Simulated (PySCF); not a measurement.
Screening by computed properties: pick the candidate that meets the target.

Each SMILES stands for a single optimised conformer of the isolated species, non-relativistic unless stated; the electronic structure was computed with PySCF and density fitting.

Dipoles, sizes and rotational constants follow the conformer. The torsions of the flexible species, by atom-mapped SMILES:
- `[CH2:1]=[CH:2][Si@@H:3]([CH3:4])[NH:5][CH:6]([CH3:7])[CH3:8]`: C1–C2–Si3–C4 93°, C2–Si3–N5–C6 -171°, Si3–N5–C6–C7 -87°
- `[CH3:1][C:2](=[O:3])[C:4]#[C:5][Si@H:6]([PH2:7])[SiH2:8][PH2:9]`: C5–Si6–Si8–P9 66°, H–P7–Si6–C5 -82°, H–P7–Si6–C5 -174°, H–P9–Si8–Si6 -62°, H–P9–Si8–Si6 -155°
- `[CH2:1]=[N:2][Si@H:3]([CH3:4])[C:5]([CH3:6])([CH3:7])[CH3:8]`: C1–N2–Si3–C4 -125°, N2–Si3–C5–C6 -63°
- `[CH3:1][CH2:2][CH2:3][CH2:4][SiH2:5][C@H:6]([F:7])[Cl:8]`: C1–C2–C3–C4 61°, C2–C3–C4–Si5 56°, C3–C4–Si5–C6 167°, C4–Si5–C6–F7 58°

Question: Wanted: HOMO energy above -6.7 eV (PBE0/pcSseg-1) and dipole moment below 1.5 D (PBE0/pcSseg-1), at GFN2-xTB geometries. Which candidate meets both?
A. `C=N[Si@H](C)C(C)(C)C`
B. `CCCC[SiH2][C@H](F)Cl`
C. `CC(=O)C#C[Si@H](P)[SiH2]P`
D. `C=C[Si@@H](C)NC(C)C`

Answer: D. Computed values:
```csv
species,HOMO energy,dipole moment
CCCC[SiH2][C@H](F)Cl,-8.09 eV,2.21 D
CC(=O)C#C[Si@H](P)[SiH2]P,-7.57 eV,2.05 D
C=N[Si@H](C)C(C)(C)C,-6.84 eV,0.98 D
C=C[Si@@H](C)NC(C)C,-6.57 eV,0.60 D
```
